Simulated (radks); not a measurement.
Problem. The mean radii <r> (bohr) of the occupied orbitals of an atom or ion are listed with their occupations. Method: Dirac Kohn-Sham, PBEsol, spin-unpolarised, spherical densities, finite nucleus; Fermi nuclear charge, rms radius of each element as measured or else 0.836 A^(1/3) + 0.57 fm; computed with a radial shooting solver on a logarithmic mesh with Libxc functionals.

| orbital | occ. | <r> |
|---|---|---|
| 1s1/2 | 2 | 0.02112 |
| 2s1/2 | 2 | 0.08925 |
| 2p1/2 | 2 | 0.07439 |
| 2p3/2 | 4 | 0.08145 |
| 3s1/2 | 2 | 0.2342 |
| 3p1/2 | 2 | 0.2239 |
| 3p3/2 | 4 | 0.2373 |
| 3d3/2 | 4 | 0.2097 |
| 3d5/2 | 6 | 0.2139 |
| 4s1/2 | 2 | 0.5288 |
| 4p1/2 | 2 | 0.5388 |
| 4p3/2 | 4 | 0.5690 |
| 4d3/2 | 4 | 0.5990 |
| 4d5/2 | 6 | 0.6096 |
| 5s1/2 | 2 | 1.248 |
| 5p1/2 | 2 | 1.373 |
| 5p3/2 | 4 | 1.455 |
| 4f5/2 | 6 | 0.7596 |
| 4f7/2 | 2 | 0.7687 |
| 5f5/2 | 2 | 4.727 |

Name the element and its charge. Open shells, if any, fill j = l - 1/2 first.

Solution. Z = 66, dysprosium, charge +2: Dy2+ in [Xe] 4f8 5f2. The 1s radius gives Z: for a bare nucleus <r> = (2 gamma + 1)/(2Z) with gamma = sqrt(1 - (Z/c)^2), 0.02085 bohr for Z = 66, and screening makes it slightly larger (0.02112 here). The occupations add up to 64, and the charge is Z minus that.
